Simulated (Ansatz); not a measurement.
C3H8ClInO (`CC[O][In]([CH3])[Cl]`), relaxed with RKS PBE0-D4/def2-TZVP in Ansatz 0.2.0 from a GFN2-xTB geometry. The force threshold is 0.005 eV/Å; the program also tests the step.

Total charge 0; spin multiplicity 1. In: def2 effective core potential.

Start:

```xyz
14

C    -1.675   -1.373    0.854
C    -1.634    0.151    0.821
O    -0.756    0.643   -0.150
In    1.237    0.466   -0.057
C     2.334    1.023   -1.914
Cl    2.038   -0.084    2.054
H    -1.918   -1.757   -0.135
H    -2.420   -1.717    1.568
H    -0.691   -1.755    1.147
H    -1.376    0.529    1.823
H    -2.628    0.541    0.562
H     3.287    0.504   -1.914
H     1.719    0.729   -2.758
H     2.482    2.099   -1.902
```

Problem. How much energy does the relaxation release, and in how many steps? (An estimate is asked.)

Solution. The calculation gave: 2.41 kcal/mol, in 29 steps, 2 of them rejected.

Problem. Which bonds change most? (Estimate.)

Solution. Ansatz gave: In4–C5 from 2.228 to 2.121 Å; O3–In4 from 2.003 to 1.972 Å; In4–Cl6 from 2.324 to 2.345 Å; C1–C2 from 1.526 to 1.513 Å.

Problem. Give the relaxed structure. (An estimate is asked.)

Solution. Ansatz gave: 
```xyz
14

C    -1.684   -1.415    0.924
C    -1.642    0.092    0.796
O    -0.868    0.510   -0.304
In    1.102    0.595   -0.257
C     2.391    1.051   -1.880
Cl    1.870    0.178    1.919
H    -2.041   -1.868   -0.004
H    -2.351   -1.719    1.736
H    -0.689   -1.812    1.146
H    -1.278    0.528    1.736
H    -2.657    0.478    0.636
H     3.094    0.230   -2.015
H     1.807    1.195   -2.787
H     2.946    1.959   -1.646
```
